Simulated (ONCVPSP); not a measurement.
# Co: one change to an ONCV potential, before and after

cobalt, optimised norm-conserving Vanderbilt (ONCV), made with ONCVPSP 4.0.1 (LDA (Perdew-Wang 92), scalar-relativistic). Core [Ne], reference 3s2 3p6 3d7 4s2. Waves: 3s+4s: rc 1.45 bohr, ncon 4, nbas 7, qcut 6.7 1/bohr, 2 projectors; 3p: rc 0.95 bohr, ncon 4, nbas 7, qcut 12.3 1/bohr, 2 projectors, debl 3 Ha; 3d: rc 1.30 bohr, ncon 5, nbas 9, qcut 12.6 1/bohr, 2 projectors, debl 0.7 Ha. Local part: polynomial inside 0.75 bohr (lpopt 5, dvloc0 0 Ha). Core correction: Teter function fitted to the true core (icmod 2), fcfact 0.35.

All-electron outer shells of the reference configuration (LDA (PZ), scalar-relativistic, ld1.x):

| shell | level (eV) | outermost node (bohr) | outermost maximum (bohr) |
| --- | --- | --- | --- |
| 2p | -769.46 | – | 0.17 |
| 3s | -101.87 | 0.31 | 0.67 |
| 3p | -65.51 | 0.28 | 0.68 |
| 3d | -8.46 | – | 0.66 |
| 4s | -5.68 | 0.96 | 2.29 |

Change: s: qcut 4.1.

Cutoffs: the cutoffs (Ha) at which the residual kinetic energy of the hardest occupied pseudo-wave falls to 1 and 0.1 mHa per electron; they do not see the model core or the augmentation charge, which bear on the density cutoff. Errors are all-electron minus pseudo energies relative to the spin-unpolarised reference configuration.

Question: How do hardness, ghosts and transferability respond?

Answer: The potential gets neither clearly harder nor softer (64 Ha and 72 Ha → 64 Ha and 72 Ha); the d channel sets the loose cutoff, while the largest relative change is in s, which becomes harder; of the 4 tests that both files solve, the error grows in 2 and shrinks in 0 by more than 15 % and 0.3 meV (median size 1.6 → 2.1 meV); neither file shows a bound ghost.

| quantity | base | changed |
| --- | --- | --- |
| cutoff, loose | 64 Ha | 64 Ha |
| cutoff, tight | 72 Ha | 72 Ha |
| loose cutoff by channel | s 14 Ha, p 35 Ha, d 64 Ha | s 43 Ha, p 35 Ha, d 64 Ha |
| bound ghosts | none | none |
| GHOST(+) flags under 300 eV | none | none |
| error for 3s2 3p6 3d7 4s1, meV [ΔE 9.29 eV] | -0.3 | -0.3 |
| error for 3s2 3p6 3d7 4s0, meV [ΔE 26.37 eV] | +0.1 | +0.4 |
| error for 3s2 3p6 3d6 4s0, meV [ΔE 62.56 eV] | -2.9 | -3.7 |
| error for 3s2 3p6 3d5 4s0, meV [ΔE 118.22 eV] | +83 | +79 |
| s: phases at 1.47 bohr within 0.05 rad from the reference energy up to (Ha; the scan ends near 5) | to the end of the scan | to the end of the scan |
| p: phases at 0.96 bohr within 0.05 rad from the reference energy up to (Ha; the scan ends near 5) | to the end of the scan | to the end of the scan |
| d: phases at 1.32 bohr within 0.05 rad from the reference energy up to (Ha; the scan ends near 5) | to the end of the scan | to the end of the scan |
| rms error of d²Exc/dni dnj with the model core, mHa | 1.26 | 1.30 |
